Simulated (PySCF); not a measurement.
**Ag³⁺ (silver, charge +3) across methods**

[Kr] 4d8, high-spin 3F determinant. Calculation: PySCF 2.14, in aug-cc-pVDZ-PP with ECP28MDF (5s5p4d2f, 54 functions); scalar relativity through the core potential. The B2PLYP total includes its PT2 part (frozen core); its orbital energies are those of the SCF part.

| method | E (hartree) | mean ε 4p β (eV) | mean ε 4d α (eV) | mean ε 4d β (eV) | Σ⟨r²⟩ (bohr²) | ⟨S²⟩ |
| --- | --- | --- | --- | --- | --- | --- |
| TPSSh | -144.5210 | -99.301 | -45.225 | -43.861 | 23.41 | 2.001 |
| LDA | -144.2288 | -97.523 | -44.508 | -43.003 | 23.63 | 2.000 |
| B2PLYP | -144.3845 | -105.30 | -48.935 | -47.262 | 23.36 | 2.001 |
| M06-L | -144.6841 | -98.651 | -44.601 | -43.084 | 23.22 | 2.001 |
| r2SCAN | -144.6086 | -98.961 | -44.848 | -43.309 | 23.33 | 2.001 |
| PBE0 | -144.5562 | -101.36 | -46.706 | -45.169 | 23.39 | 2.001 |
| r2SCANh | -144.5987 | -100.32 | -45.737 | -44.158 | 23.31 | 2.001 |
| UHF | -143.88585 | -111.73 | -52.698 | -50.648 | 23.23 | 2.003 |

**Question.** Estimate the same row for PBE.

**Answer.** E (hartree) = -144.5489; mean ε 4p β (eV) = -97.461; mean ε 4d α (eV) = -44.356; mean ε 4d β (eV) = -42.963; Σ⟨r²⟩ (bohr²) = 23.50; ⟨S²⟩ = 2.000.

Energies and moments cover only the electrons outside the core potential.
